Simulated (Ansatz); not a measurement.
A nudged elastic band was laid between two geometries of AlCl$_{2}$FH$_{2}$ (6 atoms, charge 0, multiplicity 1).

These are results of RHF/def2-SVP (Ansatz), not measurements.

```yaml
movable_images: 9
climbing_image: yes
spring: 5.0 eV/Å²
optimiser: quadratic models (default)
start_path: through a guess of the saddle point
force_threshold: 0.05 eV/Å
iteration_limit: 60
end_points: relaxed
```

Image 0:

```xyz
6
Properties=species:S:1:pos:R:3
Al 0.009 0.100 0.070
H 0.007 0.721 1.508
Cl 1.810 0.067 -1.033
Cl -1.801 0.003 -1.012
F 0.048 -1.836 0.817
H 0.055 -1.953 1.722
```

Image 10:

```xyz
6
Properties=species:S:1:pos:R:3
Al 0.021 -0.692 -0.322
H 0.017 0.180 1.832
Cl 1.813 0.240 -0.818
Cl -1.808 0.178 -0.797
F 0.051 -2.251 0.196
H 0.033 -0.553 1.981
```

Question: What changes between the two ends?

Answer: Bonds broken: Al1–H2, F5–H6. Bonds formed: H2–H6. AlCl2FH2 becomes AlCl2F + H2.

Question: Give the energies along the band, and the barrier.

Answer: The run converged. The highest image is number 5 of 0 to 10, 0.69 eV above the first end and 1.68 eV above the last; the last end lies 0.99 eV below the first. A vibrational analysis at the climbing image gives one clearly imaginary mode, 1522i cm⁻¹: a first-order saddle point. The orbitals stay closed-shell, which can raise the energy where a bond breaks towards radicals; this wasn't checked here.

```tsv
image	path coordinate (Å)	energy (eV)	Al1–H2 (Å)	F5–H6 (Å)	H2–H6 (Å)
0	0.00	0.00	1.57	0.91	2.68
1	0.25	0.02	1.57	0.91	2.35
2	0.49	0.10	1.58	0.92	2.02
3	0.74	0.23	1.59	0.93	1.69
4	0.99	0.46	1.63	0.97	1.39
5	1.24	0.69	1.71	1.11	1.11
6	1.48	0.24	1.79	1.37	0.89
7	1.72	-0.44	1.92	1.64	0.78
8	1.97	-0.81	2.08	1.90	0.75
9	2.21	-0.95	2.21	2.18	0.75
10	2.45	-0.99	2.32	2.46	0.75
```

Question: What is the geometry of the highest image?

Answer: 
```xyz
6
Properties=species:S:1:pos:R:3
Al 0.018 -0.263 -0.039
H 0.023 0.051 1.638
Cl 1.829 0.152 -0.990
Cl -1.819 0.099 -0.963
F 0.042 -1.882 0.843
H 0.035 -1.056 1.583
```

Question: What are the harmonic wavenumbers there?

Answer: 1522i, 157, 164, 251, 470, 477, 645, 660, 1233, 1330, 1809, 2098 cm⁻¹.

The band took 8 iterations and about 30 core-seconds.

Time of the run: 34 s on 1 thread of AMD EPYC 9R45 96-Core Processor (Zen 5), with other jobs on the host, peak memory 0.16 GiB.
